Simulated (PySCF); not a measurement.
Electron correlation in O⁺ (oxygen, charge +1)

[He] 2s1 2p3 3s1, high-spin 6S determinant (an excited configuration). Computed with PySCF 2.14 in aug-cc-pCVTZ-DK with one added diffuse shell each of s, p, d, f type (8s7p5d3f, 75 functions), with the spin-free X2C one-electron Hamiltonian (Gaussian nucleus). Frozen: 1s2; 5 electrons correlated.

```json
{"level": "CCSD", "correlation energy (mhartree)": "-40.29"}
{"level": "(T)", "correlation energy (mhartree)": "-0.24"}
{"level": "CCSD(T)", "correlation energy (mhartree)": "-40.53"}
```

Diagnostics: T1 = 0.0048, D1 = 0.0140, largest double amplitude 0.014.

The outer electron is Rydberg-like, and this basis confines it to a smaller radius and binds it less than a complete one would.

Cost of the coupled-cluster step: of the order of 7 core-seconds, for 5 correlated electrons.
